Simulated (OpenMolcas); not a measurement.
# Levels of C⁺ by method

```
Program             : OpenMolcas 26.06
Basis               : ANO-RCC-VQZP [5s4p3d2f1g]
Scalar Hamiltonian  : DKH2, point nucleus
Active space        : 3 electrons in 9 orbitals (RAS2 2s 2p; RAS3 3d, at most 2 electrons)
State averaging     : 2S+1 = 4 odd, 1 root; 2S+1 = 2 odd, 11 roots; 2S+1 = 4 even, 3 roots; 2S+1 = 2 even, 9 roots
Spin-orbit coupling : RASSI with atomic mean-field integrals over the reference wave functions, term energies averaged over their components
```

Methods on the same reference wave functions:
A. RASSCF
B. SS-RASPT2, IPEA 0.25 Eh, imaginary shift 0.1 Eh (closed shells correlated: 1s)
C. MS-RASPT2, IPEA 0.25 Eh, imaginary shift 0.1 Eh (closed shells correlated: 1s)

Energies in cm-1 above 2s2 2p 2P* 1/2, the measured ground level; measured values from NIST Handbook of Basic Atomic Spectroscopic Data.

```tsv
Level	A	B	C	Measured
2s2 2p 2P* 1/2	0.0	0.0	0.0	0.0
2s2 2p 2P* 3/2	57.0	57.0	57.3	63.4
2s 2p2 4P 1/2	40873	42400	42420	43003
2s 2p2 4P 3/2	40893	42420	42440	43025
2s 2p2 4P 5/2	40928	42450	42480	43054
2s 2p2 2D 3/2	76743	74730	74750	74933
2s 2p2 2D 5/2	76743	74730	74750	74930
2s 2p2 2S 1/2	103575	98410	98440	96494
2s 2p2 2P 1/2	114071	111050	111070	110624
2s 2p2 2P 3/2	114111	111090	111110	110666
2p3 4S* 3/2	141630	141440	141460	142027
2p3 2D* 3/2	152376	150380	150400	150467
2p3 2D* 5/2	152377	150380	150410	150462
2p3 2P* 1/2	178076	172190	172230	168730
2p3 2P* 3/2	178078	172190	172240	168748
```

Deviations, from unrounded energies. A percentage is the sum of absolute deviations over the sum of measured energies, with the sign that they share, or ± where signs differ.

```json
{"Against measurement": "mean absolute deviation (cm-1)", "Levels": "14", "A": "3300", "B": "900", "C": "900"}
{"Against measurement": "fine structure of the ground term (%)", "Levels": "1", "A": "-10.1", "B": "-10.1", "C": "-9.6"}
{"Against measurement": "other configurations (%)", "Levels": "13", "A": "±3.4", "B": "±0.9", "C": "±0.9"}
```

B, C lie about equally close to measurement and A furthest from it. The largest miss of C in the table is 2p3 2P* 1/2, by +3500 cm-1. The ranking rests on the paired levels alone, and a cruder setting can come out closer through cancelling errors.

Between B and C the level of the table that moves most is 2p3 2P* 1/2, by 49 cm-1 (lowest in B, highest in C). Moves below CASPT2's spread within the term are not significant.

The two smallest mean deviations differ by little beside CASPT2's spread within terms, so their order carries little weight.

The lowest spin-free term lies below A's lowest term by 0.030 hartree in B, 0.030 hartree in C.

Term energies are means over components that CASPT2 splits; among the terms shown or strongly mixed into the levels shown the widest spread is 14 cm-1 (2s 2p2 2D, C). Active for correlation alone: 3d; no level in the range computed is led by a configuration that fills it, so any true level of that kind is missing. Without dynamic correlation excited terms often stand tens of per cent too high (terms of higher spin than the ground term too low), and those without a measured partner can miss by more than the paired ones (holds for A). Computed and measured levels are paired by configuration, term and J; levels that our copy of the source lacks, or whose pairing is in doubt (as where it misses far off the trend of its configuration), stay unpaired and out of the deviations. Only configurations of the active space appear.

* marks odd parity.
